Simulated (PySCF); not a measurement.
Mo(NH)2(Cl)(Br) (BrClH2MoN2), SMILES [NH]=[Mo](=[NH])([Cl])[Br], multiplicity 1. Heavy atoms are numbered as in [Mo:1](=[NH:2])(=[NH:4])([Cl:6])[Br:7]. Hydrogens are named by the atom that carries them.

Geometry: PBE-D3(BJ)/def2-SVP. The multiplicity is an assumed one; no other spin state was optimised. The structure was generated by enumeration; whether it is a known compound was not checked. The def2 effective core potentials stand for the cores of Mo; spin–orbit coupling is left out.

These are PySCF with PBE/def2-TZVP values and carry that method's errors.

ESP charges are fitted to the potential on shells at 1.4 to 2.0 van der Waals radii. Atomic charges (e), one atom of each kind:

```json
[
 {"atom": "Mo1", "ESP fit": "0.48", "Löwdin": "0.05", "Mulliken": "1.27"},
 {"atom": "N2 (NH)", "ESP fit": "-0.49", "Löwdin": "-0.27", "Mulliken": "-0.56"},
 {"atom": "H on N2", "ESP fit": "0.37", "Löwdin": "0.16", "Mulliken": "0.24"},
 {"atom": "Cl6", "ESP fit": "-0.12", "Löwdin": "0.07", "Mulliken": "-0.33"},
 {"atom": "Br7", "ESP fit": "-0.10", "Löwdin": "0.10", "Mulliken": "-0.32"}
]
```
